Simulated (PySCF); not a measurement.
A structure optimised at PBE-D3(BJ)/def2-SVP, used in a PySCF frequency run:

```
Si
F 1 1.6545
H 1 1.5085 2 106.45
C 1 1.8839 3 109.15 2 -115.95
H 4 1.1111 1 110.50 3 -160.76
H 4 1.1120 5 107.06 1 -117.40
Si 4 1.8994 5 108.60 6 -117.47
H 7 1.5015 4 110.64 5 -52.80
H 7 1.5049 8 109.08 4 120.99
H 7 1.5064 8 108.53 9 117.92
Si 1 2.3521 3 112.00 2 119.47
N 11 1.7498 1 109.45 3 -52.70
H 12 1.0235 11 117.85 1 52.39
H 12 1.0241 13 109.67 11 -139.34
H 11 1.5065 12 107.87 13 171.56
H 11 1.5213 15 105.96 12 -126.44
```
Charge 0, spin multiplicity 1.

Question: Write its SMILES and formula.

Answer: N[SiH2][Si@@H](F)C[SiH3], CH10FNSi3

Question: What are its rotational constants (standard atomic weights)?

Answer: 4.4046, 0.74102, 0.67394 GHz
